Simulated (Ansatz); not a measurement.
Born–Oppenheimer molecular dynamics of C2H11NSi2 (16 atoms, charge 0, multiplicity 1). It starts from a relaxed structure.

Computed with RHF/STO-3G in Ansatz 0.2.0.

| Quantity | Value |
| --- | --- |
| ensemble | NVT, Nosé–Hoover chain |
| time step | 1 fs |
| steps asked | 266 |
| set temperature | 1000 K |
| thermostat | time constant 100 fs, chain length 3 (defaults) |
| seed | 19255 |

First frame:

```xyz
16
Properties=species:S:1:pos:R:3
N -0.475 -2.435 -0.463
Si 0.928 -1.409 -0.301
C 0.650 0.344 -0.908
C -0.568 1.095 -0.311
Si -0.431 1.575 1.494
H -0.827 -2.518 -1.420
H -1.272 -2.150 0.112
H 1.978 -1.981 -1.074
H 1.293 -1.391 1.074
H 1.552 0.920 -0.723
H 0.536 0.315 -1.988
H -0.724 2.003 -0.887
H -1.465 0.499 -0.455
H -0.516 0.425 2.328
H 0.810 2.228 1.736
H -1.493 2.459 1.830
```

(1) How far do the bonds stretch over the last three quarters of this one trajectory? (Pairs bonded in most of those frames.)

Answers

(1) 
| bond | mean (Å) | spread (Å) | shortest | longest |
| --- | --- | --- | --- | --- |
| N1–Si2 | 1.751 | 0.030 | 1.68 | 1.82 |
| N1–H6 | 1.028 | 0.041 | 0.94 | 1.12 |
| N1–H7 | 1.030 | 0.050 | 0.94 | 1.13 |
| Si2–C3 | 1.893 | 0.071 | 1.78 | 2.08 |
| Si2–H8 | 1.427 | 0.009 | 1.41 | 1.44 |
| Si2–H9 | 1.428 | 0.010 | 1.41 | 1.45 |
| C3–C4 | 1.562 | 0.060 | 1.45 | 1.68 |
| C3–H10 | 1.090 | 0.019 | 1.05 | 1.14 |
| C3–H11 | 1.089 | 0.017 | 1.05 | 1.13 |
| C4–Si5 | 1.884 | 0.055 | 1.79 | 2.00 |
| C4–H12 | 1.092 | 0.037 | 1.01 | 1.17 |
| C4–H13 | 1.092 | 0.046 | 1.01 | 1.17 |
| Si5–H14 | 1.434 | 0.049 | 1.34 | 1.52 |
| Si5–H15 | 1.442 | 0.076 | 1.32 | 1.56 |
| Si5–H16 | 1.432 | 0.045 | 1.36 | 1.50 |

Mean temperature of the second half: 768 K. The conserved energy wandered by up to 6.6 meV per atom (net 3.4 meV per atom), which is poor conservation. The mean temperature of the second half is 23 % below the set value. A run of 0.27 ps of so small a system gives no equilibrium averages. Limits of this set-up: minimal basis.

The run took 8.6 min on 1 thread of Arm Neoverse N1 (shared host), peak memory 0.094 GiB.
